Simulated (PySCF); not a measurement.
C₂H₉FSi₂, SMILES C[C@H]([SiH3])[SiH2]F. Coordinates come from a PBE0-D3(BJ)/def2-SVP optimisation. The structure was generated by enumeration; whether it is a known compound was not checked. The values are those of a single conformer.

Computed equilibrium geometry at PBE0-D3(BJ)/def2-SVP (PySCF confirms it by a frequency run) as bond lengths and angles (one conformer of several):
Atoms: C1 C2 Si3 Si4 F5 H6 H7 H8 H9 H10 H11 H12 H13 H14. Bond lengths (Å): C1–C2 1.537, C1–H6 1.101, C1–H7 1.102, C1–H8 1.102, C2–Si3 1.891, C2–Si4 1.867, C2–H9 1.107, Si3–H10 1.495, Si3–H11 1.495, Si3–H12 1.496, Si4–F5 1.632, Si4–H13 1.492, Si4–H14 1.490. Angles (°): C2–C1–H6 111.4, C2–C1–H7 111.4, C2–C1–H8 111.8, H6–C1–H7 107.3, H6–C1–H8 107.6, H7–C1–H8 107.2, C1–C2–Si3 111.9, C1–C2–Si4 111.7, C1–C2–H9 109.9, Si3–C2–Si4 112.2, Si3–C2–H9 105.3, Si4–C2–H9 105.4, C2–Si3–H10 110.9, C2–Si3–H11 109.6, C2–Si3–H12 110.2, H10–Si3–H11 109.0, H10–Si3–H12 108.6, H11–Si3–H12 108.5, C2–Si4–F5 108.5, C2–Si4–H13 111.1, C2–Si4–H14 111.4, F5–Si4–H13 107.1, F5–Si4–H14 107.7, H13–Si4–H14 110.8.
Charge 0, spin multiplicity 1.
